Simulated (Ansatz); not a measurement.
System: CH₃BF₂, charge 0, singlet. CH3BF2 (difluoro(methyl)borane, SMILES CB(F)F).
B3LYP-D3(BJ)/def2-TZVP minimum from Ansatz (a first-principles code):
```
C
H 1 1.0901
H 1 1.0901 2 109.66
H 1 1.0957 2 106.94 3 -115.62
B 1 1.5571 2 112.10 4 -119.19
F 5 1.3275 1 122.10 2 -152.62
F 5 1.3275 6 115.79 1 178.69
```

Total energies in cc-pVDZ, 24 correlated electrons, 4 frozen orbitals. Radicals and triplets start from unrestricted determinants; spin-orbit coupling is neglected. Cores are frozen in correlated methods. No relativity.

| method | program | energy (Eh) | minus CCSDT(Q) (mEh) |
|---|---|---|---|
| HF | Ansatz | -263.32730 | 636.72 |
| MP2 | Ansatz | -263.92466 | 39.36 |
| CCSD | Ansatz | -263.94950 | 14.52 |
| CCSD(T) | Ansatz | -263.96216 | 1.86 |
| CCSDT(Q) | Ansatz | -263.96402 | 0.00 |

Rough core times of Ansatz's runs on a shared machine: CCSD(T) under 20 s, CCSDT(Q) 5 min.
